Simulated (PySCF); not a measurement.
**Radial density of Tc+ (technetium, charge +1)**

UHF, [Kr] 4d5 5s1, high-spin 7S determinant. Calculation: PySCF 2.14, in def2-TZVP with the def2 core potential (28 electrons) (6s4p3d1f, 40 functions); scalar relativity through the core potential. This is the valence pseudo-density: the core potential removes the inner electrons and smooths the orbitals near the nucleus.

```
r (bohr)  4πr²ρ (e/bohr)  4πr²(ρα − ρβ)
  0.0695       4.472e-05         0.0000
   0.117       0.0002947         0.0000
   0.197        0.003339         0.0009
   0.331         0.08130         0.0204
   0.557           2.291         0.3910
   0.936           11.91         2.5934
    1.57           6.585         3.1933
    2.65           1.276         1.1770
    4.45          0.1643         0.1641
    7.49        0.002040         0.0020
```

Energies and moments cover only the electrons outside the core potential.
